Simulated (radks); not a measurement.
Problem. Radial electron density D(r) = 4 pi r^2 rho(r) of an atom or ion with 7 electrons. Method: non-relativistic Kohn-Sham, BLYP, spin-unpolarised, spherical densities, point nucleus; computed with a radial shooting solver on a logarithmic mesh with Libxc functionals.

```
   r/bohr * D(r) (the largest magnitude, 7.38, reaches the edge; | marks zero)
  0.01843 |    *
  0.02094 |     *
  0.02399 |       *
  0.02749 |         *
  0.03149 |           *
  0.03608 |              *
  0.04134 |                  *
  0.04698 |                     *
  0.05382 |                          *
  0.06166 |                              *
  0.07065 |                                   *
  0.08094 |                                        *
  0.09199 |                                             *
   0.1054 |                                                 *
   0.1207 |                                                    *
   0.1383 |                                                      *
   0.1585 |                                                      *
   0.1801 |                                                    *
   0.2064 |                                                *
   0.2364 |                                          *
   0.2709 |                                    *
   0.3104 |                             *
   0.3527 |                       *
   0.4041 |                  *
    0.463 |                *
   0.5304 |               *
   0.6077 |                 *
   0.6963 |                   *
   0.7913 |                     *
   0.9066 |                      *
    1.039 |                      *
     1.19 |                    *
    1.363 |                 *
     1.55 |             *
    1.775 |         *
    2.034 |     *
     2.33 |   *
     2.67 | *
    3.034 |*
    3.476 *
    3.983 *
    4.563 *
    5.228 *
    5.941 |*
    6.807 |*
    7.799 |*
    8.935 |*
    10.24 |*
    11.73 |*
    13.33 *
    15.27 *
     17.5 *
    20.04 *
    22.96 *
     26.1 *
     29.9 *
```

What is the nuclear charge?

Solution. Z = 7. The innermost maximum, from 1s, lies near 1/Z = 0.143 bohr (found: 0.147), and its height grows with Z. The density is that of neutral nitrogen in [He] 2s2 2p2 3d1; the configuration itself is not fixed sharply by these data. D(r) has 3 maxima, at r = 0.147, 0.951, 8.52 bohr, and minima at 0.510, 4.35 bohr, inside which lie 2.16, 6.04 electrons.
